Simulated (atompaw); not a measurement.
# Before and after: PAW (atompaw) potential for Tc

technetium (Tc), PAW, made with atompaw 4.2.0.5 (PBE, scalar-relativistic). Core [Kr], reference 4d5 5s1.75 5p0.25. Waves: 5s (bound): rc 2.90 bohr; 5s channel at 0.1 Ry: rc 2.95 bohr; 5p (bound): rc 2.95 bohr; 5p channel at 2.05 Ry: rc 2.95 bohr; 4d (bound): rc 1.70 bohr; 4d channel at 0.05 Ry: rc 2.95 bohr. Local part: ultrasoft scheme with l = 3 at 0 Ry, radius 2.65 bohr. Core correction: smooth core density matched at 2.80 bohr. Augmentation charge: sinc compensation charge, radius 2.80 bohr; PAW radius 2.95 bohr; waves and projectors: custom rrkj vanderbiltortho.

Change: reference 4d5.5 5s1.5 5p0.

Cutoffs: the cutoffs (Ry, on a coarse ladder) from which the occupation-weighted sum of valence levels, in a spherical-Bessel basis at the reference potential, stays within 10 and 1 mRy of its value at 400 Ry; they do not see the model core or the augmentation charge, which bear on the density cutoff.

What does the change do?

The potential gets neither clearly harder nor softer (35 Ry and 55 Ry → 35 Ry and 55 Ry); the range in which the s phases agree widens (upper end 0.8 → 3.8); neither file shows a bound ghost.

```csv
quantity,base,changed
"cutoff, loose",35 Ry,35 Ry
"cutoff, tight",55 Ry,55 Ry
bound ghosts,none,none
s: phases at 2.96 bohr within 0.05 rad from the reference energy up to (Ry; the scan ends near 5),0.8,3.8
p: phases at 2.96 bohr within 0.05 rad from the reference energy up to (Ry; the scan ends near 5),3.6,3.6
d: phases at 2.96 bohr within 0.05 rad from the reference energy up to (Ry; the scan ends near 5),0.2,1.0
lowest overlap eigenvalue by channel,"s 0.17, p 0.58, d 0.28","s 0.15, p 0.58, d 0.87"
```

 The cutoffs see the waves, projectors and local potential, not the compensation charge or the core.
